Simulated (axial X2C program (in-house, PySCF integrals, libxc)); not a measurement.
## What spin–orbit coupling does to CoSi⁻

Computed with an axial X2C code built on PySCF integrals. Spin-free means the one-electron spin-free X2C Hamiltonian; two-component (2c) means X2C with spin–orbit coupling and atomic mean-field two-electron Coulomb and Gaunt terms, so the difference of the two also holds small scalar two-electron terms. Basis: Co dyall-acv3z [10s11p7d4f2g], Si dyall-av3z [9s8p3d2f] (cores contracted in-house); Gaussian nuclei, density fitting, unrestricted open shells. Masses: Co 58.933 u, Si 27.977 u.

Spin-free state: M_S = 0, Λ = 3 (beyond evenly filled blocks: π+α, δ+α, δ+β, δ-β); fragments Co + Si-.

| level | Re (Å) | ωe (cm⁻¹) | De (eV) | μ (D) |
| --- | --- | --- | --- | --- |
| PBE0 | 2.215 | 323.8 | 1.930 | -3.33 |
| CCSD | 2.368 | 228.3 | 1.077 | n/a |
| CCSD(T) | 2.313 | 240.2 | n/a | n/a |
| BLYP | 2.101 | 401.3 | 2.927 | -1.40 |

Correlated methods: 14 electrons correlated (number of frozen shells: Co 3 s, 2 p; Si 2 s, 1 p), 284 virtual spin orbitals or spinors in MP2, 90 natural virtuals in coupled cluster.

Dipoles are positive if Si is the positive end and refer to the centre of mass.

Two-component determinant lowest at the distance of the search:

Ω = 3 (⟨Sz⟩ = 0.00, ⟨Lz⟩ = 3.00 at HF); fragments Co + Si-.

| level | Re (Å) | ωe (cm⁻¹) | μ (D) |
| --- | --- | --- | --- |
| PBE0 | 2.215 | 323.5 | -3.33 |
| CCSD | 2.370 | 228.1 | n/a |
| CCSD(T) | 2.315 | 240.0 | n/a |
| BLYP | 2.102 | 399.8 | -1.45 |

**Question.** From the two tables, how do the constants change at the CCSD(T) level (2c against spin-free)?

**Answer.** At the CCSD(T) level Re increases by 0.002 Å and ωe doesn't move by more than 0.2 cm⁻¹.

Occupations by symmetry block were frozen at the best pattern of an incomplete PBE0 search. De is counted from the lowest determinant-based energies of the atoms at the same level, without counterpoise correction. De is not given where an atomic determinant may have missed its ground term or J level, or where the truncated virtual space spoils (T). Density functionals use the spin component along the axis (collinear). Coupled cluster ran in a truncated set of natural virtual spinors; the MP2 energy of the rest was added. (T) has no such correction and the atoms are truncated less, which lowers De at CCSD(T) by a hundredth of an eV or more. Other states lie close and PBE0, whose exact exchange favours high spin, may order them wrongly; the determinant shown need not be the ground state. The nearest other spin-free determinant of the search, M_S = 0, Λ = 1, lies 0.18 eV up at the distance of the search. Without a current term, density functionals place determinants with orbital angular momentum somewhat too high. With several unpaired electrons one determinant need not be a pure state. At some level and bond length an empty orbital lies below a filled one. The highest occupied level of some functionals is positive through self-interaction error; at Hartree–Fock it is bound. The determinant is spin-polarised beyond a pure state at some levels (its spin-free form has ⟨S²⟩ too high), which makes Re and μ there less reliable. The T1 diagnostic is large, a sign of multireference character.
